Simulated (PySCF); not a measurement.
**A small calculation by hand: dipole moment from atomic charges**

Al(Cl)(Br)(vinyl) (C2H3AlBrCl), SMILES [CH]([Al]([Br])[Cl])=C. Atoms are numbered in the order given.

```xyz
8

Al    -0.1759    -0.6359     0.0000
Cl     1.2280    -2.2113     0.0000
Br     0.5988     1.4932     0.0000
C     -2.0840    -0.9600     0.0000
C     -2.9742     0.0578     0.0000
H     -2.4782    -1.9940     0.0000
H     -4.0666    -0.1124     0.0000
H     -2.6533     1.1152     0.0000
```

The structure is a stationary point at PBE-D3(BJ)/def2-SVP. The structure was generated by enumeration; whether it is a known compound was not checked. One conformer was computed; it need not be the lowest.

Charges (e) from PBE/def2-TZVP in PySCF:

```
atom  Mulliken  ESP fit
----  --------  -------
Al1      0.489    0.500
Cl2     -0.218   -0.228
Br3     -0.214   -0.190
C4      -0.232   -0.137
C5      -0.219   -0.383
H6       0.129    0.096
H7       0.125    0.187
H8       0.140    0.155
```

The dipole moment of the full density is 2.13 D.

Task: What dipole moment does each set of point charges give, and which comes closer to that of the density?

Result: 
μ = Σ q r, and 1 e Å = 4.8032 D.
Mulliken: Σ q r = (-0.546, -0.054, 0.000) e Å, |μ| = 2.64 D.
ESP fit: Σ q r = (-0.467, -0.028, 0.000) e Å, |μ| = 2.25 D.
ESP fit comes closer in size. Point charges leave out the atoms' own dipoles (lone pairs, polarised bonds); fits to the potential absorb them, partitions of the density don't.
